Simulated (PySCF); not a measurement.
C₂H₅FN₂Si, SMILES [Si@H]1(N)[C@@H](F)N=C1.

Geometry optimised at PBE-D3(BJ)/def2-SVP. The structure was generated by enumeration; whether it is a known compound was not checked. The values are those of a single conformer.

Vertical ionisation energy (IE) and electron affinity (EA) in eV. Rows of orbital energies are one-electron estimates. Where ΔSCF, EOM or ADC give a negative EA the extra electron is unbound and the value depends on the basis.

```
level                                              IE    EA
-----------------------------------------------  ----  ----
−ε(HOMO), −ε(LUMO), CAM-B3LYP/def2-TZVP (PySCF)  8.52  0.03
−ε(HOMO), −ε(LUMO), PBE/def2-TZVP (PySCF)           ?     ?
```

**Question.** Some entries are withheld; supply them. (An estimate is asked for; the answer gives what the named calculation found.)

**Answer.** 
- −ε(HOMO), −ε(LUMO), PBE/def2-TZVP (PySCF), IE: 5.73
- −ε(HOMO), −ε(LUMO), PBE/def2-TZVP (PySCF), EA: 2.32
